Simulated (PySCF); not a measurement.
B3LYP has the VWN-RPA correlation part, as in Gaussian. 

Cartesian coordinates (Å):
SMILES: O[CH]O
```xyz
6

O      0.7738    -0.5859    -0.4280
C      0.0248     0.3372     0.2753
O     -1.3047     0.1984     0.0399
H      1.6734    -0.5840    -0.0825
H      0.3388     1.3793     0.2163
H     -1.5061    -0.7450    -0.0211
```
Charge 0, spin multiplicity 2.

Question: Estimate the total energy, highest occupied spin orbital and dipole moment that B3LYP-D3(BJ)/def2-TZVP run with PySCF returns for this input.

Answer: 
```json
{
 "total_energy": "-190.3799 Ha",
 "highest_occupied_spin_orbital": "-4.75 eV",
 "dipole_moment": "1.58 D"
}
```
